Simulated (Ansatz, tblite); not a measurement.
Removing an electron: BeF₂⁻ (the lowest doublet isomer of a short search). The state is a doublet with charge -1. Geometry: PBE-D4/def2-TZVPD. Ansatz, gas phase; energy differences of separate SCF runs; the oxidised species is a singlet (the triplet lies 6.85 eV higher at PBE0-D4/def2-TZVPD).

```csv
atom,x (Å),y (Å),z (Å)
Be1,-0.319,0.225,-0.137
F2,0.993,0.806,-0.370
F3,-0.674,-1.030,0.507
```

The xTB rows come from tblite. Correlated methods freeze 2 core orbitals. The structure comes from a short search, and lower isomers may exist.

**Question.** Estimate orbital energies and vertical ionisation energies at: GFN1-xTB; GFN2-xTB; HF/def2-TZVPPD; PBE-D4/def2-TZVPD; r2SCAN-D4/def2-TZVPD; PBE0-D4/def2-TZVPD; MP2/def2-TZVPPD; CCSD/def2-TZVPPD; CCSD(T)/def2-TZVPPD.

**Answer.** 
```tsv
level	−HOMO (eV)	vertical IE (eV)	−LUMO (eV)	HOMO–LUMO gap (eV)	remarks
GFN1-xTB	–	4.26	–	–	–
GFN2-xTB	–	2.46	–	–	–
HF/def2-TZVPPD	–	0.43	–	–	–
PBE-D4/def2-TZVPD	-1.80	0.74	-3.10	1.29	HOMO above zero (-1 doublet)
r2SCAN-D4/def2-TZVPD	-1.71	0.72	-3.03	1.32	HOMO above zero (-1 doublet)
PBE0-D4/def2-TZVPD	-1.13	0.75	-3.70	2.58	HOMO above zero (-1 doublet)
MP2/def2-TZVPPD	–	0.51	–	–	–
CCSD/def2-TZVPPD	–	0.57	–	–	–
CCSD(T)/def2-TZVPPD	–	0.58	–	–	–
```

  A HOMO above zero means that the electron is unbound at that level or that self-interaction error raises the level; the energy of removing that electron tells which. HOMO and LUMO are the levels of the spin that leaves or enters (xTB has no such levels and no spin-polarisation term). Other spin states of the ions may lie lower, which would lower the ionisation energy or raise the affinity. Raw xTB energy differences between charge states are shifted by several eV; the methods need an empirical correction for them.
